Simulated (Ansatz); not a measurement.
Species: H$_{3}$BO$_{2}$, charge 0, singlet. H3BO2 (boronic acid, SMILES OBO).
B3LYP-D3(BJ)/def2-TZVP minimum from Ansatz (a first-principles code):
```xyz
6

B     -0.3227    -0.2778    -0.2299
H     -1.1017    -1.0063    -0.7652
O     -0.2757     1.0188    -0.6262
H      0.3804     1.5358    -0.1424
O      0.5156    -0.7067     0.7611
H      0.4151    -1.6373     0.9783
```

Hartree-Fock and MP2 correlation energies in hartree (Ansatz). Open shells are spin-unrestricted; no spin-orbit coupling. Correlated methods leave the cores frozen. No relativity.

| basis | X | E(HF) | E(corr, MP2) |
|---|---|---|---|
| cc-pVTZ | 3 | -176.33691 | -0.58620 |
| cc-pVQZ | 4 | -176.35109 | -0.63165 |
| cc-pV5Z | 5 | -176.35455 | withheld |

Fit E(corr) = E∞ + A/X³ to X = 3 and 4, predict X = 5, and compare with the run.

A = (-0.58620 - (-0.63165))/(1/27 - 1/64) = 2.1226; E∞ = -0.63165 - A/64 = -0.66482; at X = 5, E∞ + A/125 = -0.64784. The run gave -0.64990, 2.06 mEh below the prediction. The same form on X = 4 and 5 gives E∞ = -0.66905, 4.23 mEh below the first estimate.
